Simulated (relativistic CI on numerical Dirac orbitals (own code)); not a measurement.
**P⁴⁺: computed level list**

Computed by Dirac-Coulomb-Breit CI, orbitals from a KLI potential per configuration, model QED (radiative potential, 1s self-energy scaled to tabulated hydrogen-like ionisation energies), valence Slater integrals scaled by 0.85, P86 correlation estimate, and configurations built on the next ion tied to the tabulated ionisation energy (semi-empirical) (own radial code, finite nucleus).

CI space (outside the closed core [Ne]): 3s, 3p, 3d, 4s, 4p, 4d, 4f, 5s, 5p, 5d, 5f, 5g. Levels of other configurations are missing.

The lowest level is 3s 2S_1/2, with 100 % of that term; Hund's rules for 3s give 2S with J = 1/2, in agreement.

```tsv
No.	Configuration	Term	J	E (eV)	%	Next component (%)	Landé g
1	3s	2S	1/2	0.0000	100		2.002
2	3p	2P°	1/2	11.3412	100		0.666
3	3p	2P°	3/2	11.4371	100		1.334
4	3d	2D	5/2	25.6158	100		1.200
5	3d	2D	3/2	25.6163	100		0.799
6	4s	2S	1/2	33.9610	100		2.002
7	4p	2P°	1/2	37.8548	100		0.666
8	4p	2P°	3/2	37.8885	100		1.334
9	4d	2D	5/2	42.9586	100		1.200
10	4d	2D	3/2	42.9591	100		0.799
11	4f	2F°	5/2	43.7528	100		0.857
12	4f	2F°	7/2	43.7533	100		1.143
13	5s	2S	1/2	46.7608	100		2.002
14	5p	2P°	1/2	48.5752	100		0.666
15	5p	2P°	3/2	48.5910	100		1.334
16	5d	2D	5/2	50.9989	100		1.200
17	5d	2D	3/2	50.9992	100		0.799
18	5f	2F°	5/2	51.4094	100		0.857
19	5f	2F°	7/2	51.4096	100		1.143
20	5g	2G	7/2	51.4193	100		0.889
21	5g	2G	9/2	51.4195	100		1.111
```

Energies count from the lowest computed level; ° marks odd parity.

The mean weight of the leading LS term, summed over parents, in these 21 levels is 100 %, and that of the leading jj configuration (from the same eigenvectors) 100 %.

Configurations that consist of the next ion and one excited electron were tied to the tabulated ionisation energy; Rydberg ones are usually within 1,000 to 3,000 cm⁻¹ and the lowest ones within about 6,000 (9,000 in d shells), while levels on excited terms of the next ion carry the error of that term, and the other configurations can be misplaced by 10,000 cm⁻¹ or more. Rates follow the energies as ν³ (E1, M1) or ν⁵ (E2), so rates, branching and lifetimes can be off by large factors. 8 of the 8 excited levels that our extract of the measured tables holds in this range could be paired (the sources list more); they are missed by 1339 cm⁻¹ on average and 2821 at most, and levels without a partner can miss by more.
